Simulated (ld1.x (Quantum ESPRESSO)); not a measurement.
# Li: one change to an RRKJ potential, before and after

ld1.x (Quantum ESPRESSO) 7.5 input, shortened:

```
&input
   title='Li', zed=3., rel=1, dft='PBE', iswitch=3,
   config='[He] 2s0 2p0 3d-2'
 /
 &inputp
   pseudotype=2, tm=.false., lloc=-1, rcloc=0.75,
   nlcc=.false.
 /
3
1S  1  0   2.00   0.00  0.40  0.40  0.0
2P  2  1   0.00   0.00  4.20  4.20  0.0
3D  3  2  -2.00  -0.10  3.25  3.25  0.0
 &test
   configts(1)='1s2 2s0 2p0'
 /
```

Change: wave 1s (bound): rc 0.40 bohr becomes 1s (bound): rc 0.32 bohr.

Cutoffs: the cutoffs (Ry, on a coarse ladder) from which the occupation-weighted sum of valence levels, in a spherical-Bessel basis at the reference potential, stays within 10 and 1 mRy of its value at 400 Ry; they do not see the model core or the augmentation charge, which bear on the density cutoff. Errors are all-electron minus pseudo energies relative to the spin-unpolarised reference configuration.

What does the change do?

Of the 4 tests that both files solve, the error grows in 1 and shrinks in 0 by more than 15 % and 0.3 meV (median size 9.8 → 14.0 meV); the range in which the s phases agree widens (upper end 2.9 → at the end of the scan); neither file shows a bound ghost.

| quantity | base | changed |
| --- | --- | --- |
| cutoffs, loose and tight | over 300 Ry, over 300 Ry | not determined |
| bound ghosts | none | none |
| error for 1s2 2s1 2p0, meV [ΔE -5.30 eV] | -2.9 | -2.8 |
| error for 1s2 2s0.5 2p0, meV [ΔE -3.25 eV] | -2.0 | -1.9 |
| error for 1s2 2s0 2p1, meV [ΔE -3.51 eV] | +27 | +27 |
| error for 1s1 2s1 2p0, meV [ΔE 63.11 eV] | -17 | -25 |
| s: phases at 4.57 bohr within 0.05 rad from the reference energy up to (Ry; the scan ends near 5) | 2.9 | to the end of the scan |
| p: phases at 4.57 bohr within 0.05 rad from the reference energy up to (Ry; the scan ends near 5) | 0.3 | 0.3 |
| d: phases at 4.57 bohr within 0.05 rad from the reference energy up to (Ry; the scan ends near 5) | 1.4 | 1.4 |
